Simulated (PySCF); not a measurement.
SeCl₃, SMILES Cl[Se](Cl)Cl, multiplicity 2. The structure is a stationary point at ωB97X-D3(BJ)/def2-SVP. The multiplicity is an assumed one; other spin states were not compared. The isomer is the one that the SMILES or the coordinates give; other isomers of the formula were not compared.

Computed equilibrium geometry at ωB97X-D3(BJ)/def2-SVP (PySCF confirms it by a frequency run) as a Z-matrix, and its point group:
point group Cs.
```
Se
Cl 1 2.1449
Cl 1 2.2832 2 93.85
Cl 1 2.2832 2 93.85 3 -147.57
```
Charge 0, spin multiplicity 2.
